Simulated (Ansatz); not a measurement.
Relaxation of C2H7NOSi (12 atoms, charge 0, multiplicity 1), to a largest force component of 0.02 eV/Å in at most 40 steps.

All numbers below come from Ansatz, RKS B3LYP-D4/STO-3G.

```xyz
12
Properties=species:S:1:pos:R:3:forces:R:3
N -1.292 -0.760 1.394 -5.47 -0.36 1.12
C -0.098 -0.846 0.635 2.72 -0.89 0.80
C 0.226 0.492 0.076 5.57 0.29 1.09
O -0.411 0.923 -1.054 -8.72 2.82 -1.56
Si 1.071 0.625 -1.569 5.16 -0.12 -0.86
H -2.047 -0.332 0.740 0.80 -0.68 0.61
H -1.207 0.001 2.104 0.53 0.35 0.42
H -0.190 -1.588 -0.147 -0.22 -0.77 -0.66
H 0.699 -1.180 1.351 -0.09 0.11 -0.61
H 0.537 1.222 0.860 -0.56 0.15 -0.08
H 1.075 -0.540 -2.438 0.40 0.30 -0.15
H 1.715 1.929 -1.919 -0.11 -1.20 -0.11
```

Q: Where does it end, and by what steps?

A: The run converged. The force dipped under the threshold on the way, but the program's further checks kept it going. Limits of this set-up: minimal basis. After 12 steps the energy has fallen by 1.448 eV; O4 moved furthest, 0.29 Å. The start is strongly strained (largest force component 9 eV/Å).

```json
{"step": "0", "energy less start (eV)": "0.0000", "largest force component (eV/Å)": "8.718", "accepted": "yes"}
{"step": "1", "energy less start (eV)": "-1.1765", "largest force component (eV/Å)": "3.885", "accepted": "yes"}
{"step": "2", "energy less start (eV)": "-1.4320", "largest force component (eV/Å)": "0.413", "accepted": "yes"}
{"step": "3", "energy less start (eV)": "-1.4431", "largest force component (eV/Å)": "0.152", "accepted": "yes"}
{"step": "4", "energy less start (eV)": "-1.4447", "largest force component (eV/Å)": "0.057", "accepted": "yes"}
{"step": "5", "energy less start (eV)": "-1.4452", "largest force component (eV/Å)": "0.017", "accepted": "yes"}
{"step": "6", "energy less start (eV)": "-1.4461", "largest force component (eV/Å)": "0.055", "accepted": "yes"}
{"step": "7", "energy less start (eV)": "-1.4468", "largest force component (eV/Å)": "0.055", "accepted": "yes"}
{"step": "8", "energy less start (eV)": "-1.4472", "largest force component (eV/Å)": "0.032", "accepted": "yes"}
{"step": "9", "energy less start (eV)": "-1.4474", "largest force component (eV/Å)": "0.029", "accepted": "yes"}
{"step": "10", "energy less start (eV)": "-1.4475", "largest force component (eV/Å)": "0.015", "accepted": "yes"}
{"step": "11", "energy less start (eV)": "-1.4476", "largest force component (eV/Å)": "0.011", "accepted": "yes"}
{"step": "12", "energy less start (eV)": "-1.4477", "largest force component (eV/Å)": "0.013", "accepted": "yes"}
```

```xyz
12
Properties=species:S:1:pos:R:3
N -1.433 -0.801 1.310
C -0.023 -0.874 0.733
C 0.431 0.483 0.108
O -0.584 1.048 -0.855
Si 0.937 0.692 -1.626
H -1.976 -0.323 0.526
H -1.376 -0.015 2.026
H -0.029 -1.672 -0.034
H 0.673 -1.176 1.538
H 0.746 1.212 0.882
H 0.974 -0.445 -2.518
H 1.737 1.817 -2.056
```

Whether the end is a true minimum wasn't checked by a vibrational analysis.

The run took 23 s on 1 thread of Arm Neoverse V2 (shared host), peak memory 0.13 GiB.
